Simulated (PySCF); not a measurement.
Vertical excitations of a molecule C4H2ClF3 from TDA-M06-2X/def2-SVPD run with PySCF, as energy in eV (oscillator strength): 4.80 (0.000), 6.43 (0.000), 6.92 (0.000), 7.10 (0.093), 7.25 (0.005), 7.56 (0.000), 7.86 (0.065), 7.99 (1.337), 8.43 (0.004), 8.47 (0.030). Lowest triplet (TDA): 4.51 eV. Geometry optimised at PBE0-D3(BJ)/def2-SVP. One conformer was computed; it need not be the lowest.

**Question.** Which structure fits?
A) FC(F)(F)C=C=CCl
B) F[C@@H]1C=C(Cl)C1(F)F
C) C=C=C(F)C(F)(F)Cl
D) C=C=C(Cl)C(F)(F)F

**Answer.** A, FC(F)(F)C=C=CCl
